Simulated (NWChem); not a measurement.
System: C3H10Si; SMILES C[SiH](C)C

Input file for NWChem:

```
start job
memory heap 200 mb stack 900 mb global 1100 mb
geometry units angstroms noautoz
  Si     0.000000     0.000000     0.367857
  C     -1.217981     1.305708    -0.232791
  C      1.739767     0.401949    -0.232791
  C     -0.521786    -1.707657    -0.232791
  H      0.000000     0.000000     1.869456
  H     -1.248972     1.338840    -1.333887
  H     -2.237371     1.094283     0.126736
  H     -0.936087     2.307888     0.126717
  H      2.466733    -0.343269     0.126717
  H      1.783955     0.412222    -1.333887
  H      2.066362     1.390479     0.126736
  H     -0.534983    -1.751061    -1.333887
  H     -1.530646    -1.964619     0.126717
  H      0.171009    -2.484762     0.126736
end
basis spherical
  * library 6-31g*
end
dft
  xc mn15
  iterations 150
  mulliken
end
task dft energy
```

The geometry was optimised at PBE0/def2-SVP. No frequency run checked for a minimum.

Q: What results follow from this input? (MN15/6-31G* (spherical d).) Quantities: energy (Ha); highest occupied level (eV); orbital gap (eV); dipole (D).

A: 
```json
{
 "energy (Ha)": "-409.53",
 "highest occupied level (eV)": "-9.04",
 "orbital gap (eV)": "11.98",
 "dipole (D)": "0.68"
}
```
